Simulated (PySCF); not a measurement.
A calculated (PBE, PySCF 2.14, def2-TZVP, the non-relativistic Hamiltonian (point nucleus)) atom or ion has these occupied shells.

```csv
shell,electrons,orbital energy (eV),"rms radius, mean of both spins (bohr)"
1s α,1,-10805.0,0.0554
1s β,1,-10805.0,0.0554
2s α,1,-1338.3,0.232
2s β,1,-1338.3,0.232
2p α,3,-1191.7,0.205
2p β,3,-1191.7,0.205
3s α,1,-162.79,0.681
3s β,1,-162.73,0.681
3p α,3,-114.23,0.706
3p β,3,-114.15,0.706
3d α,5,-30.013,0.829
3d β,5,-29.870,0.829
4s α,1,-11.717,2.32
4s β,1,-10.334,2.32
4p α,2,-4.304,3.04
```

(1) Name the element and its charge.

## Answers

(1) Ge (germanium, neutral), in [Ar] 3d10 4s2 4p2, high-spin 3P determinant.
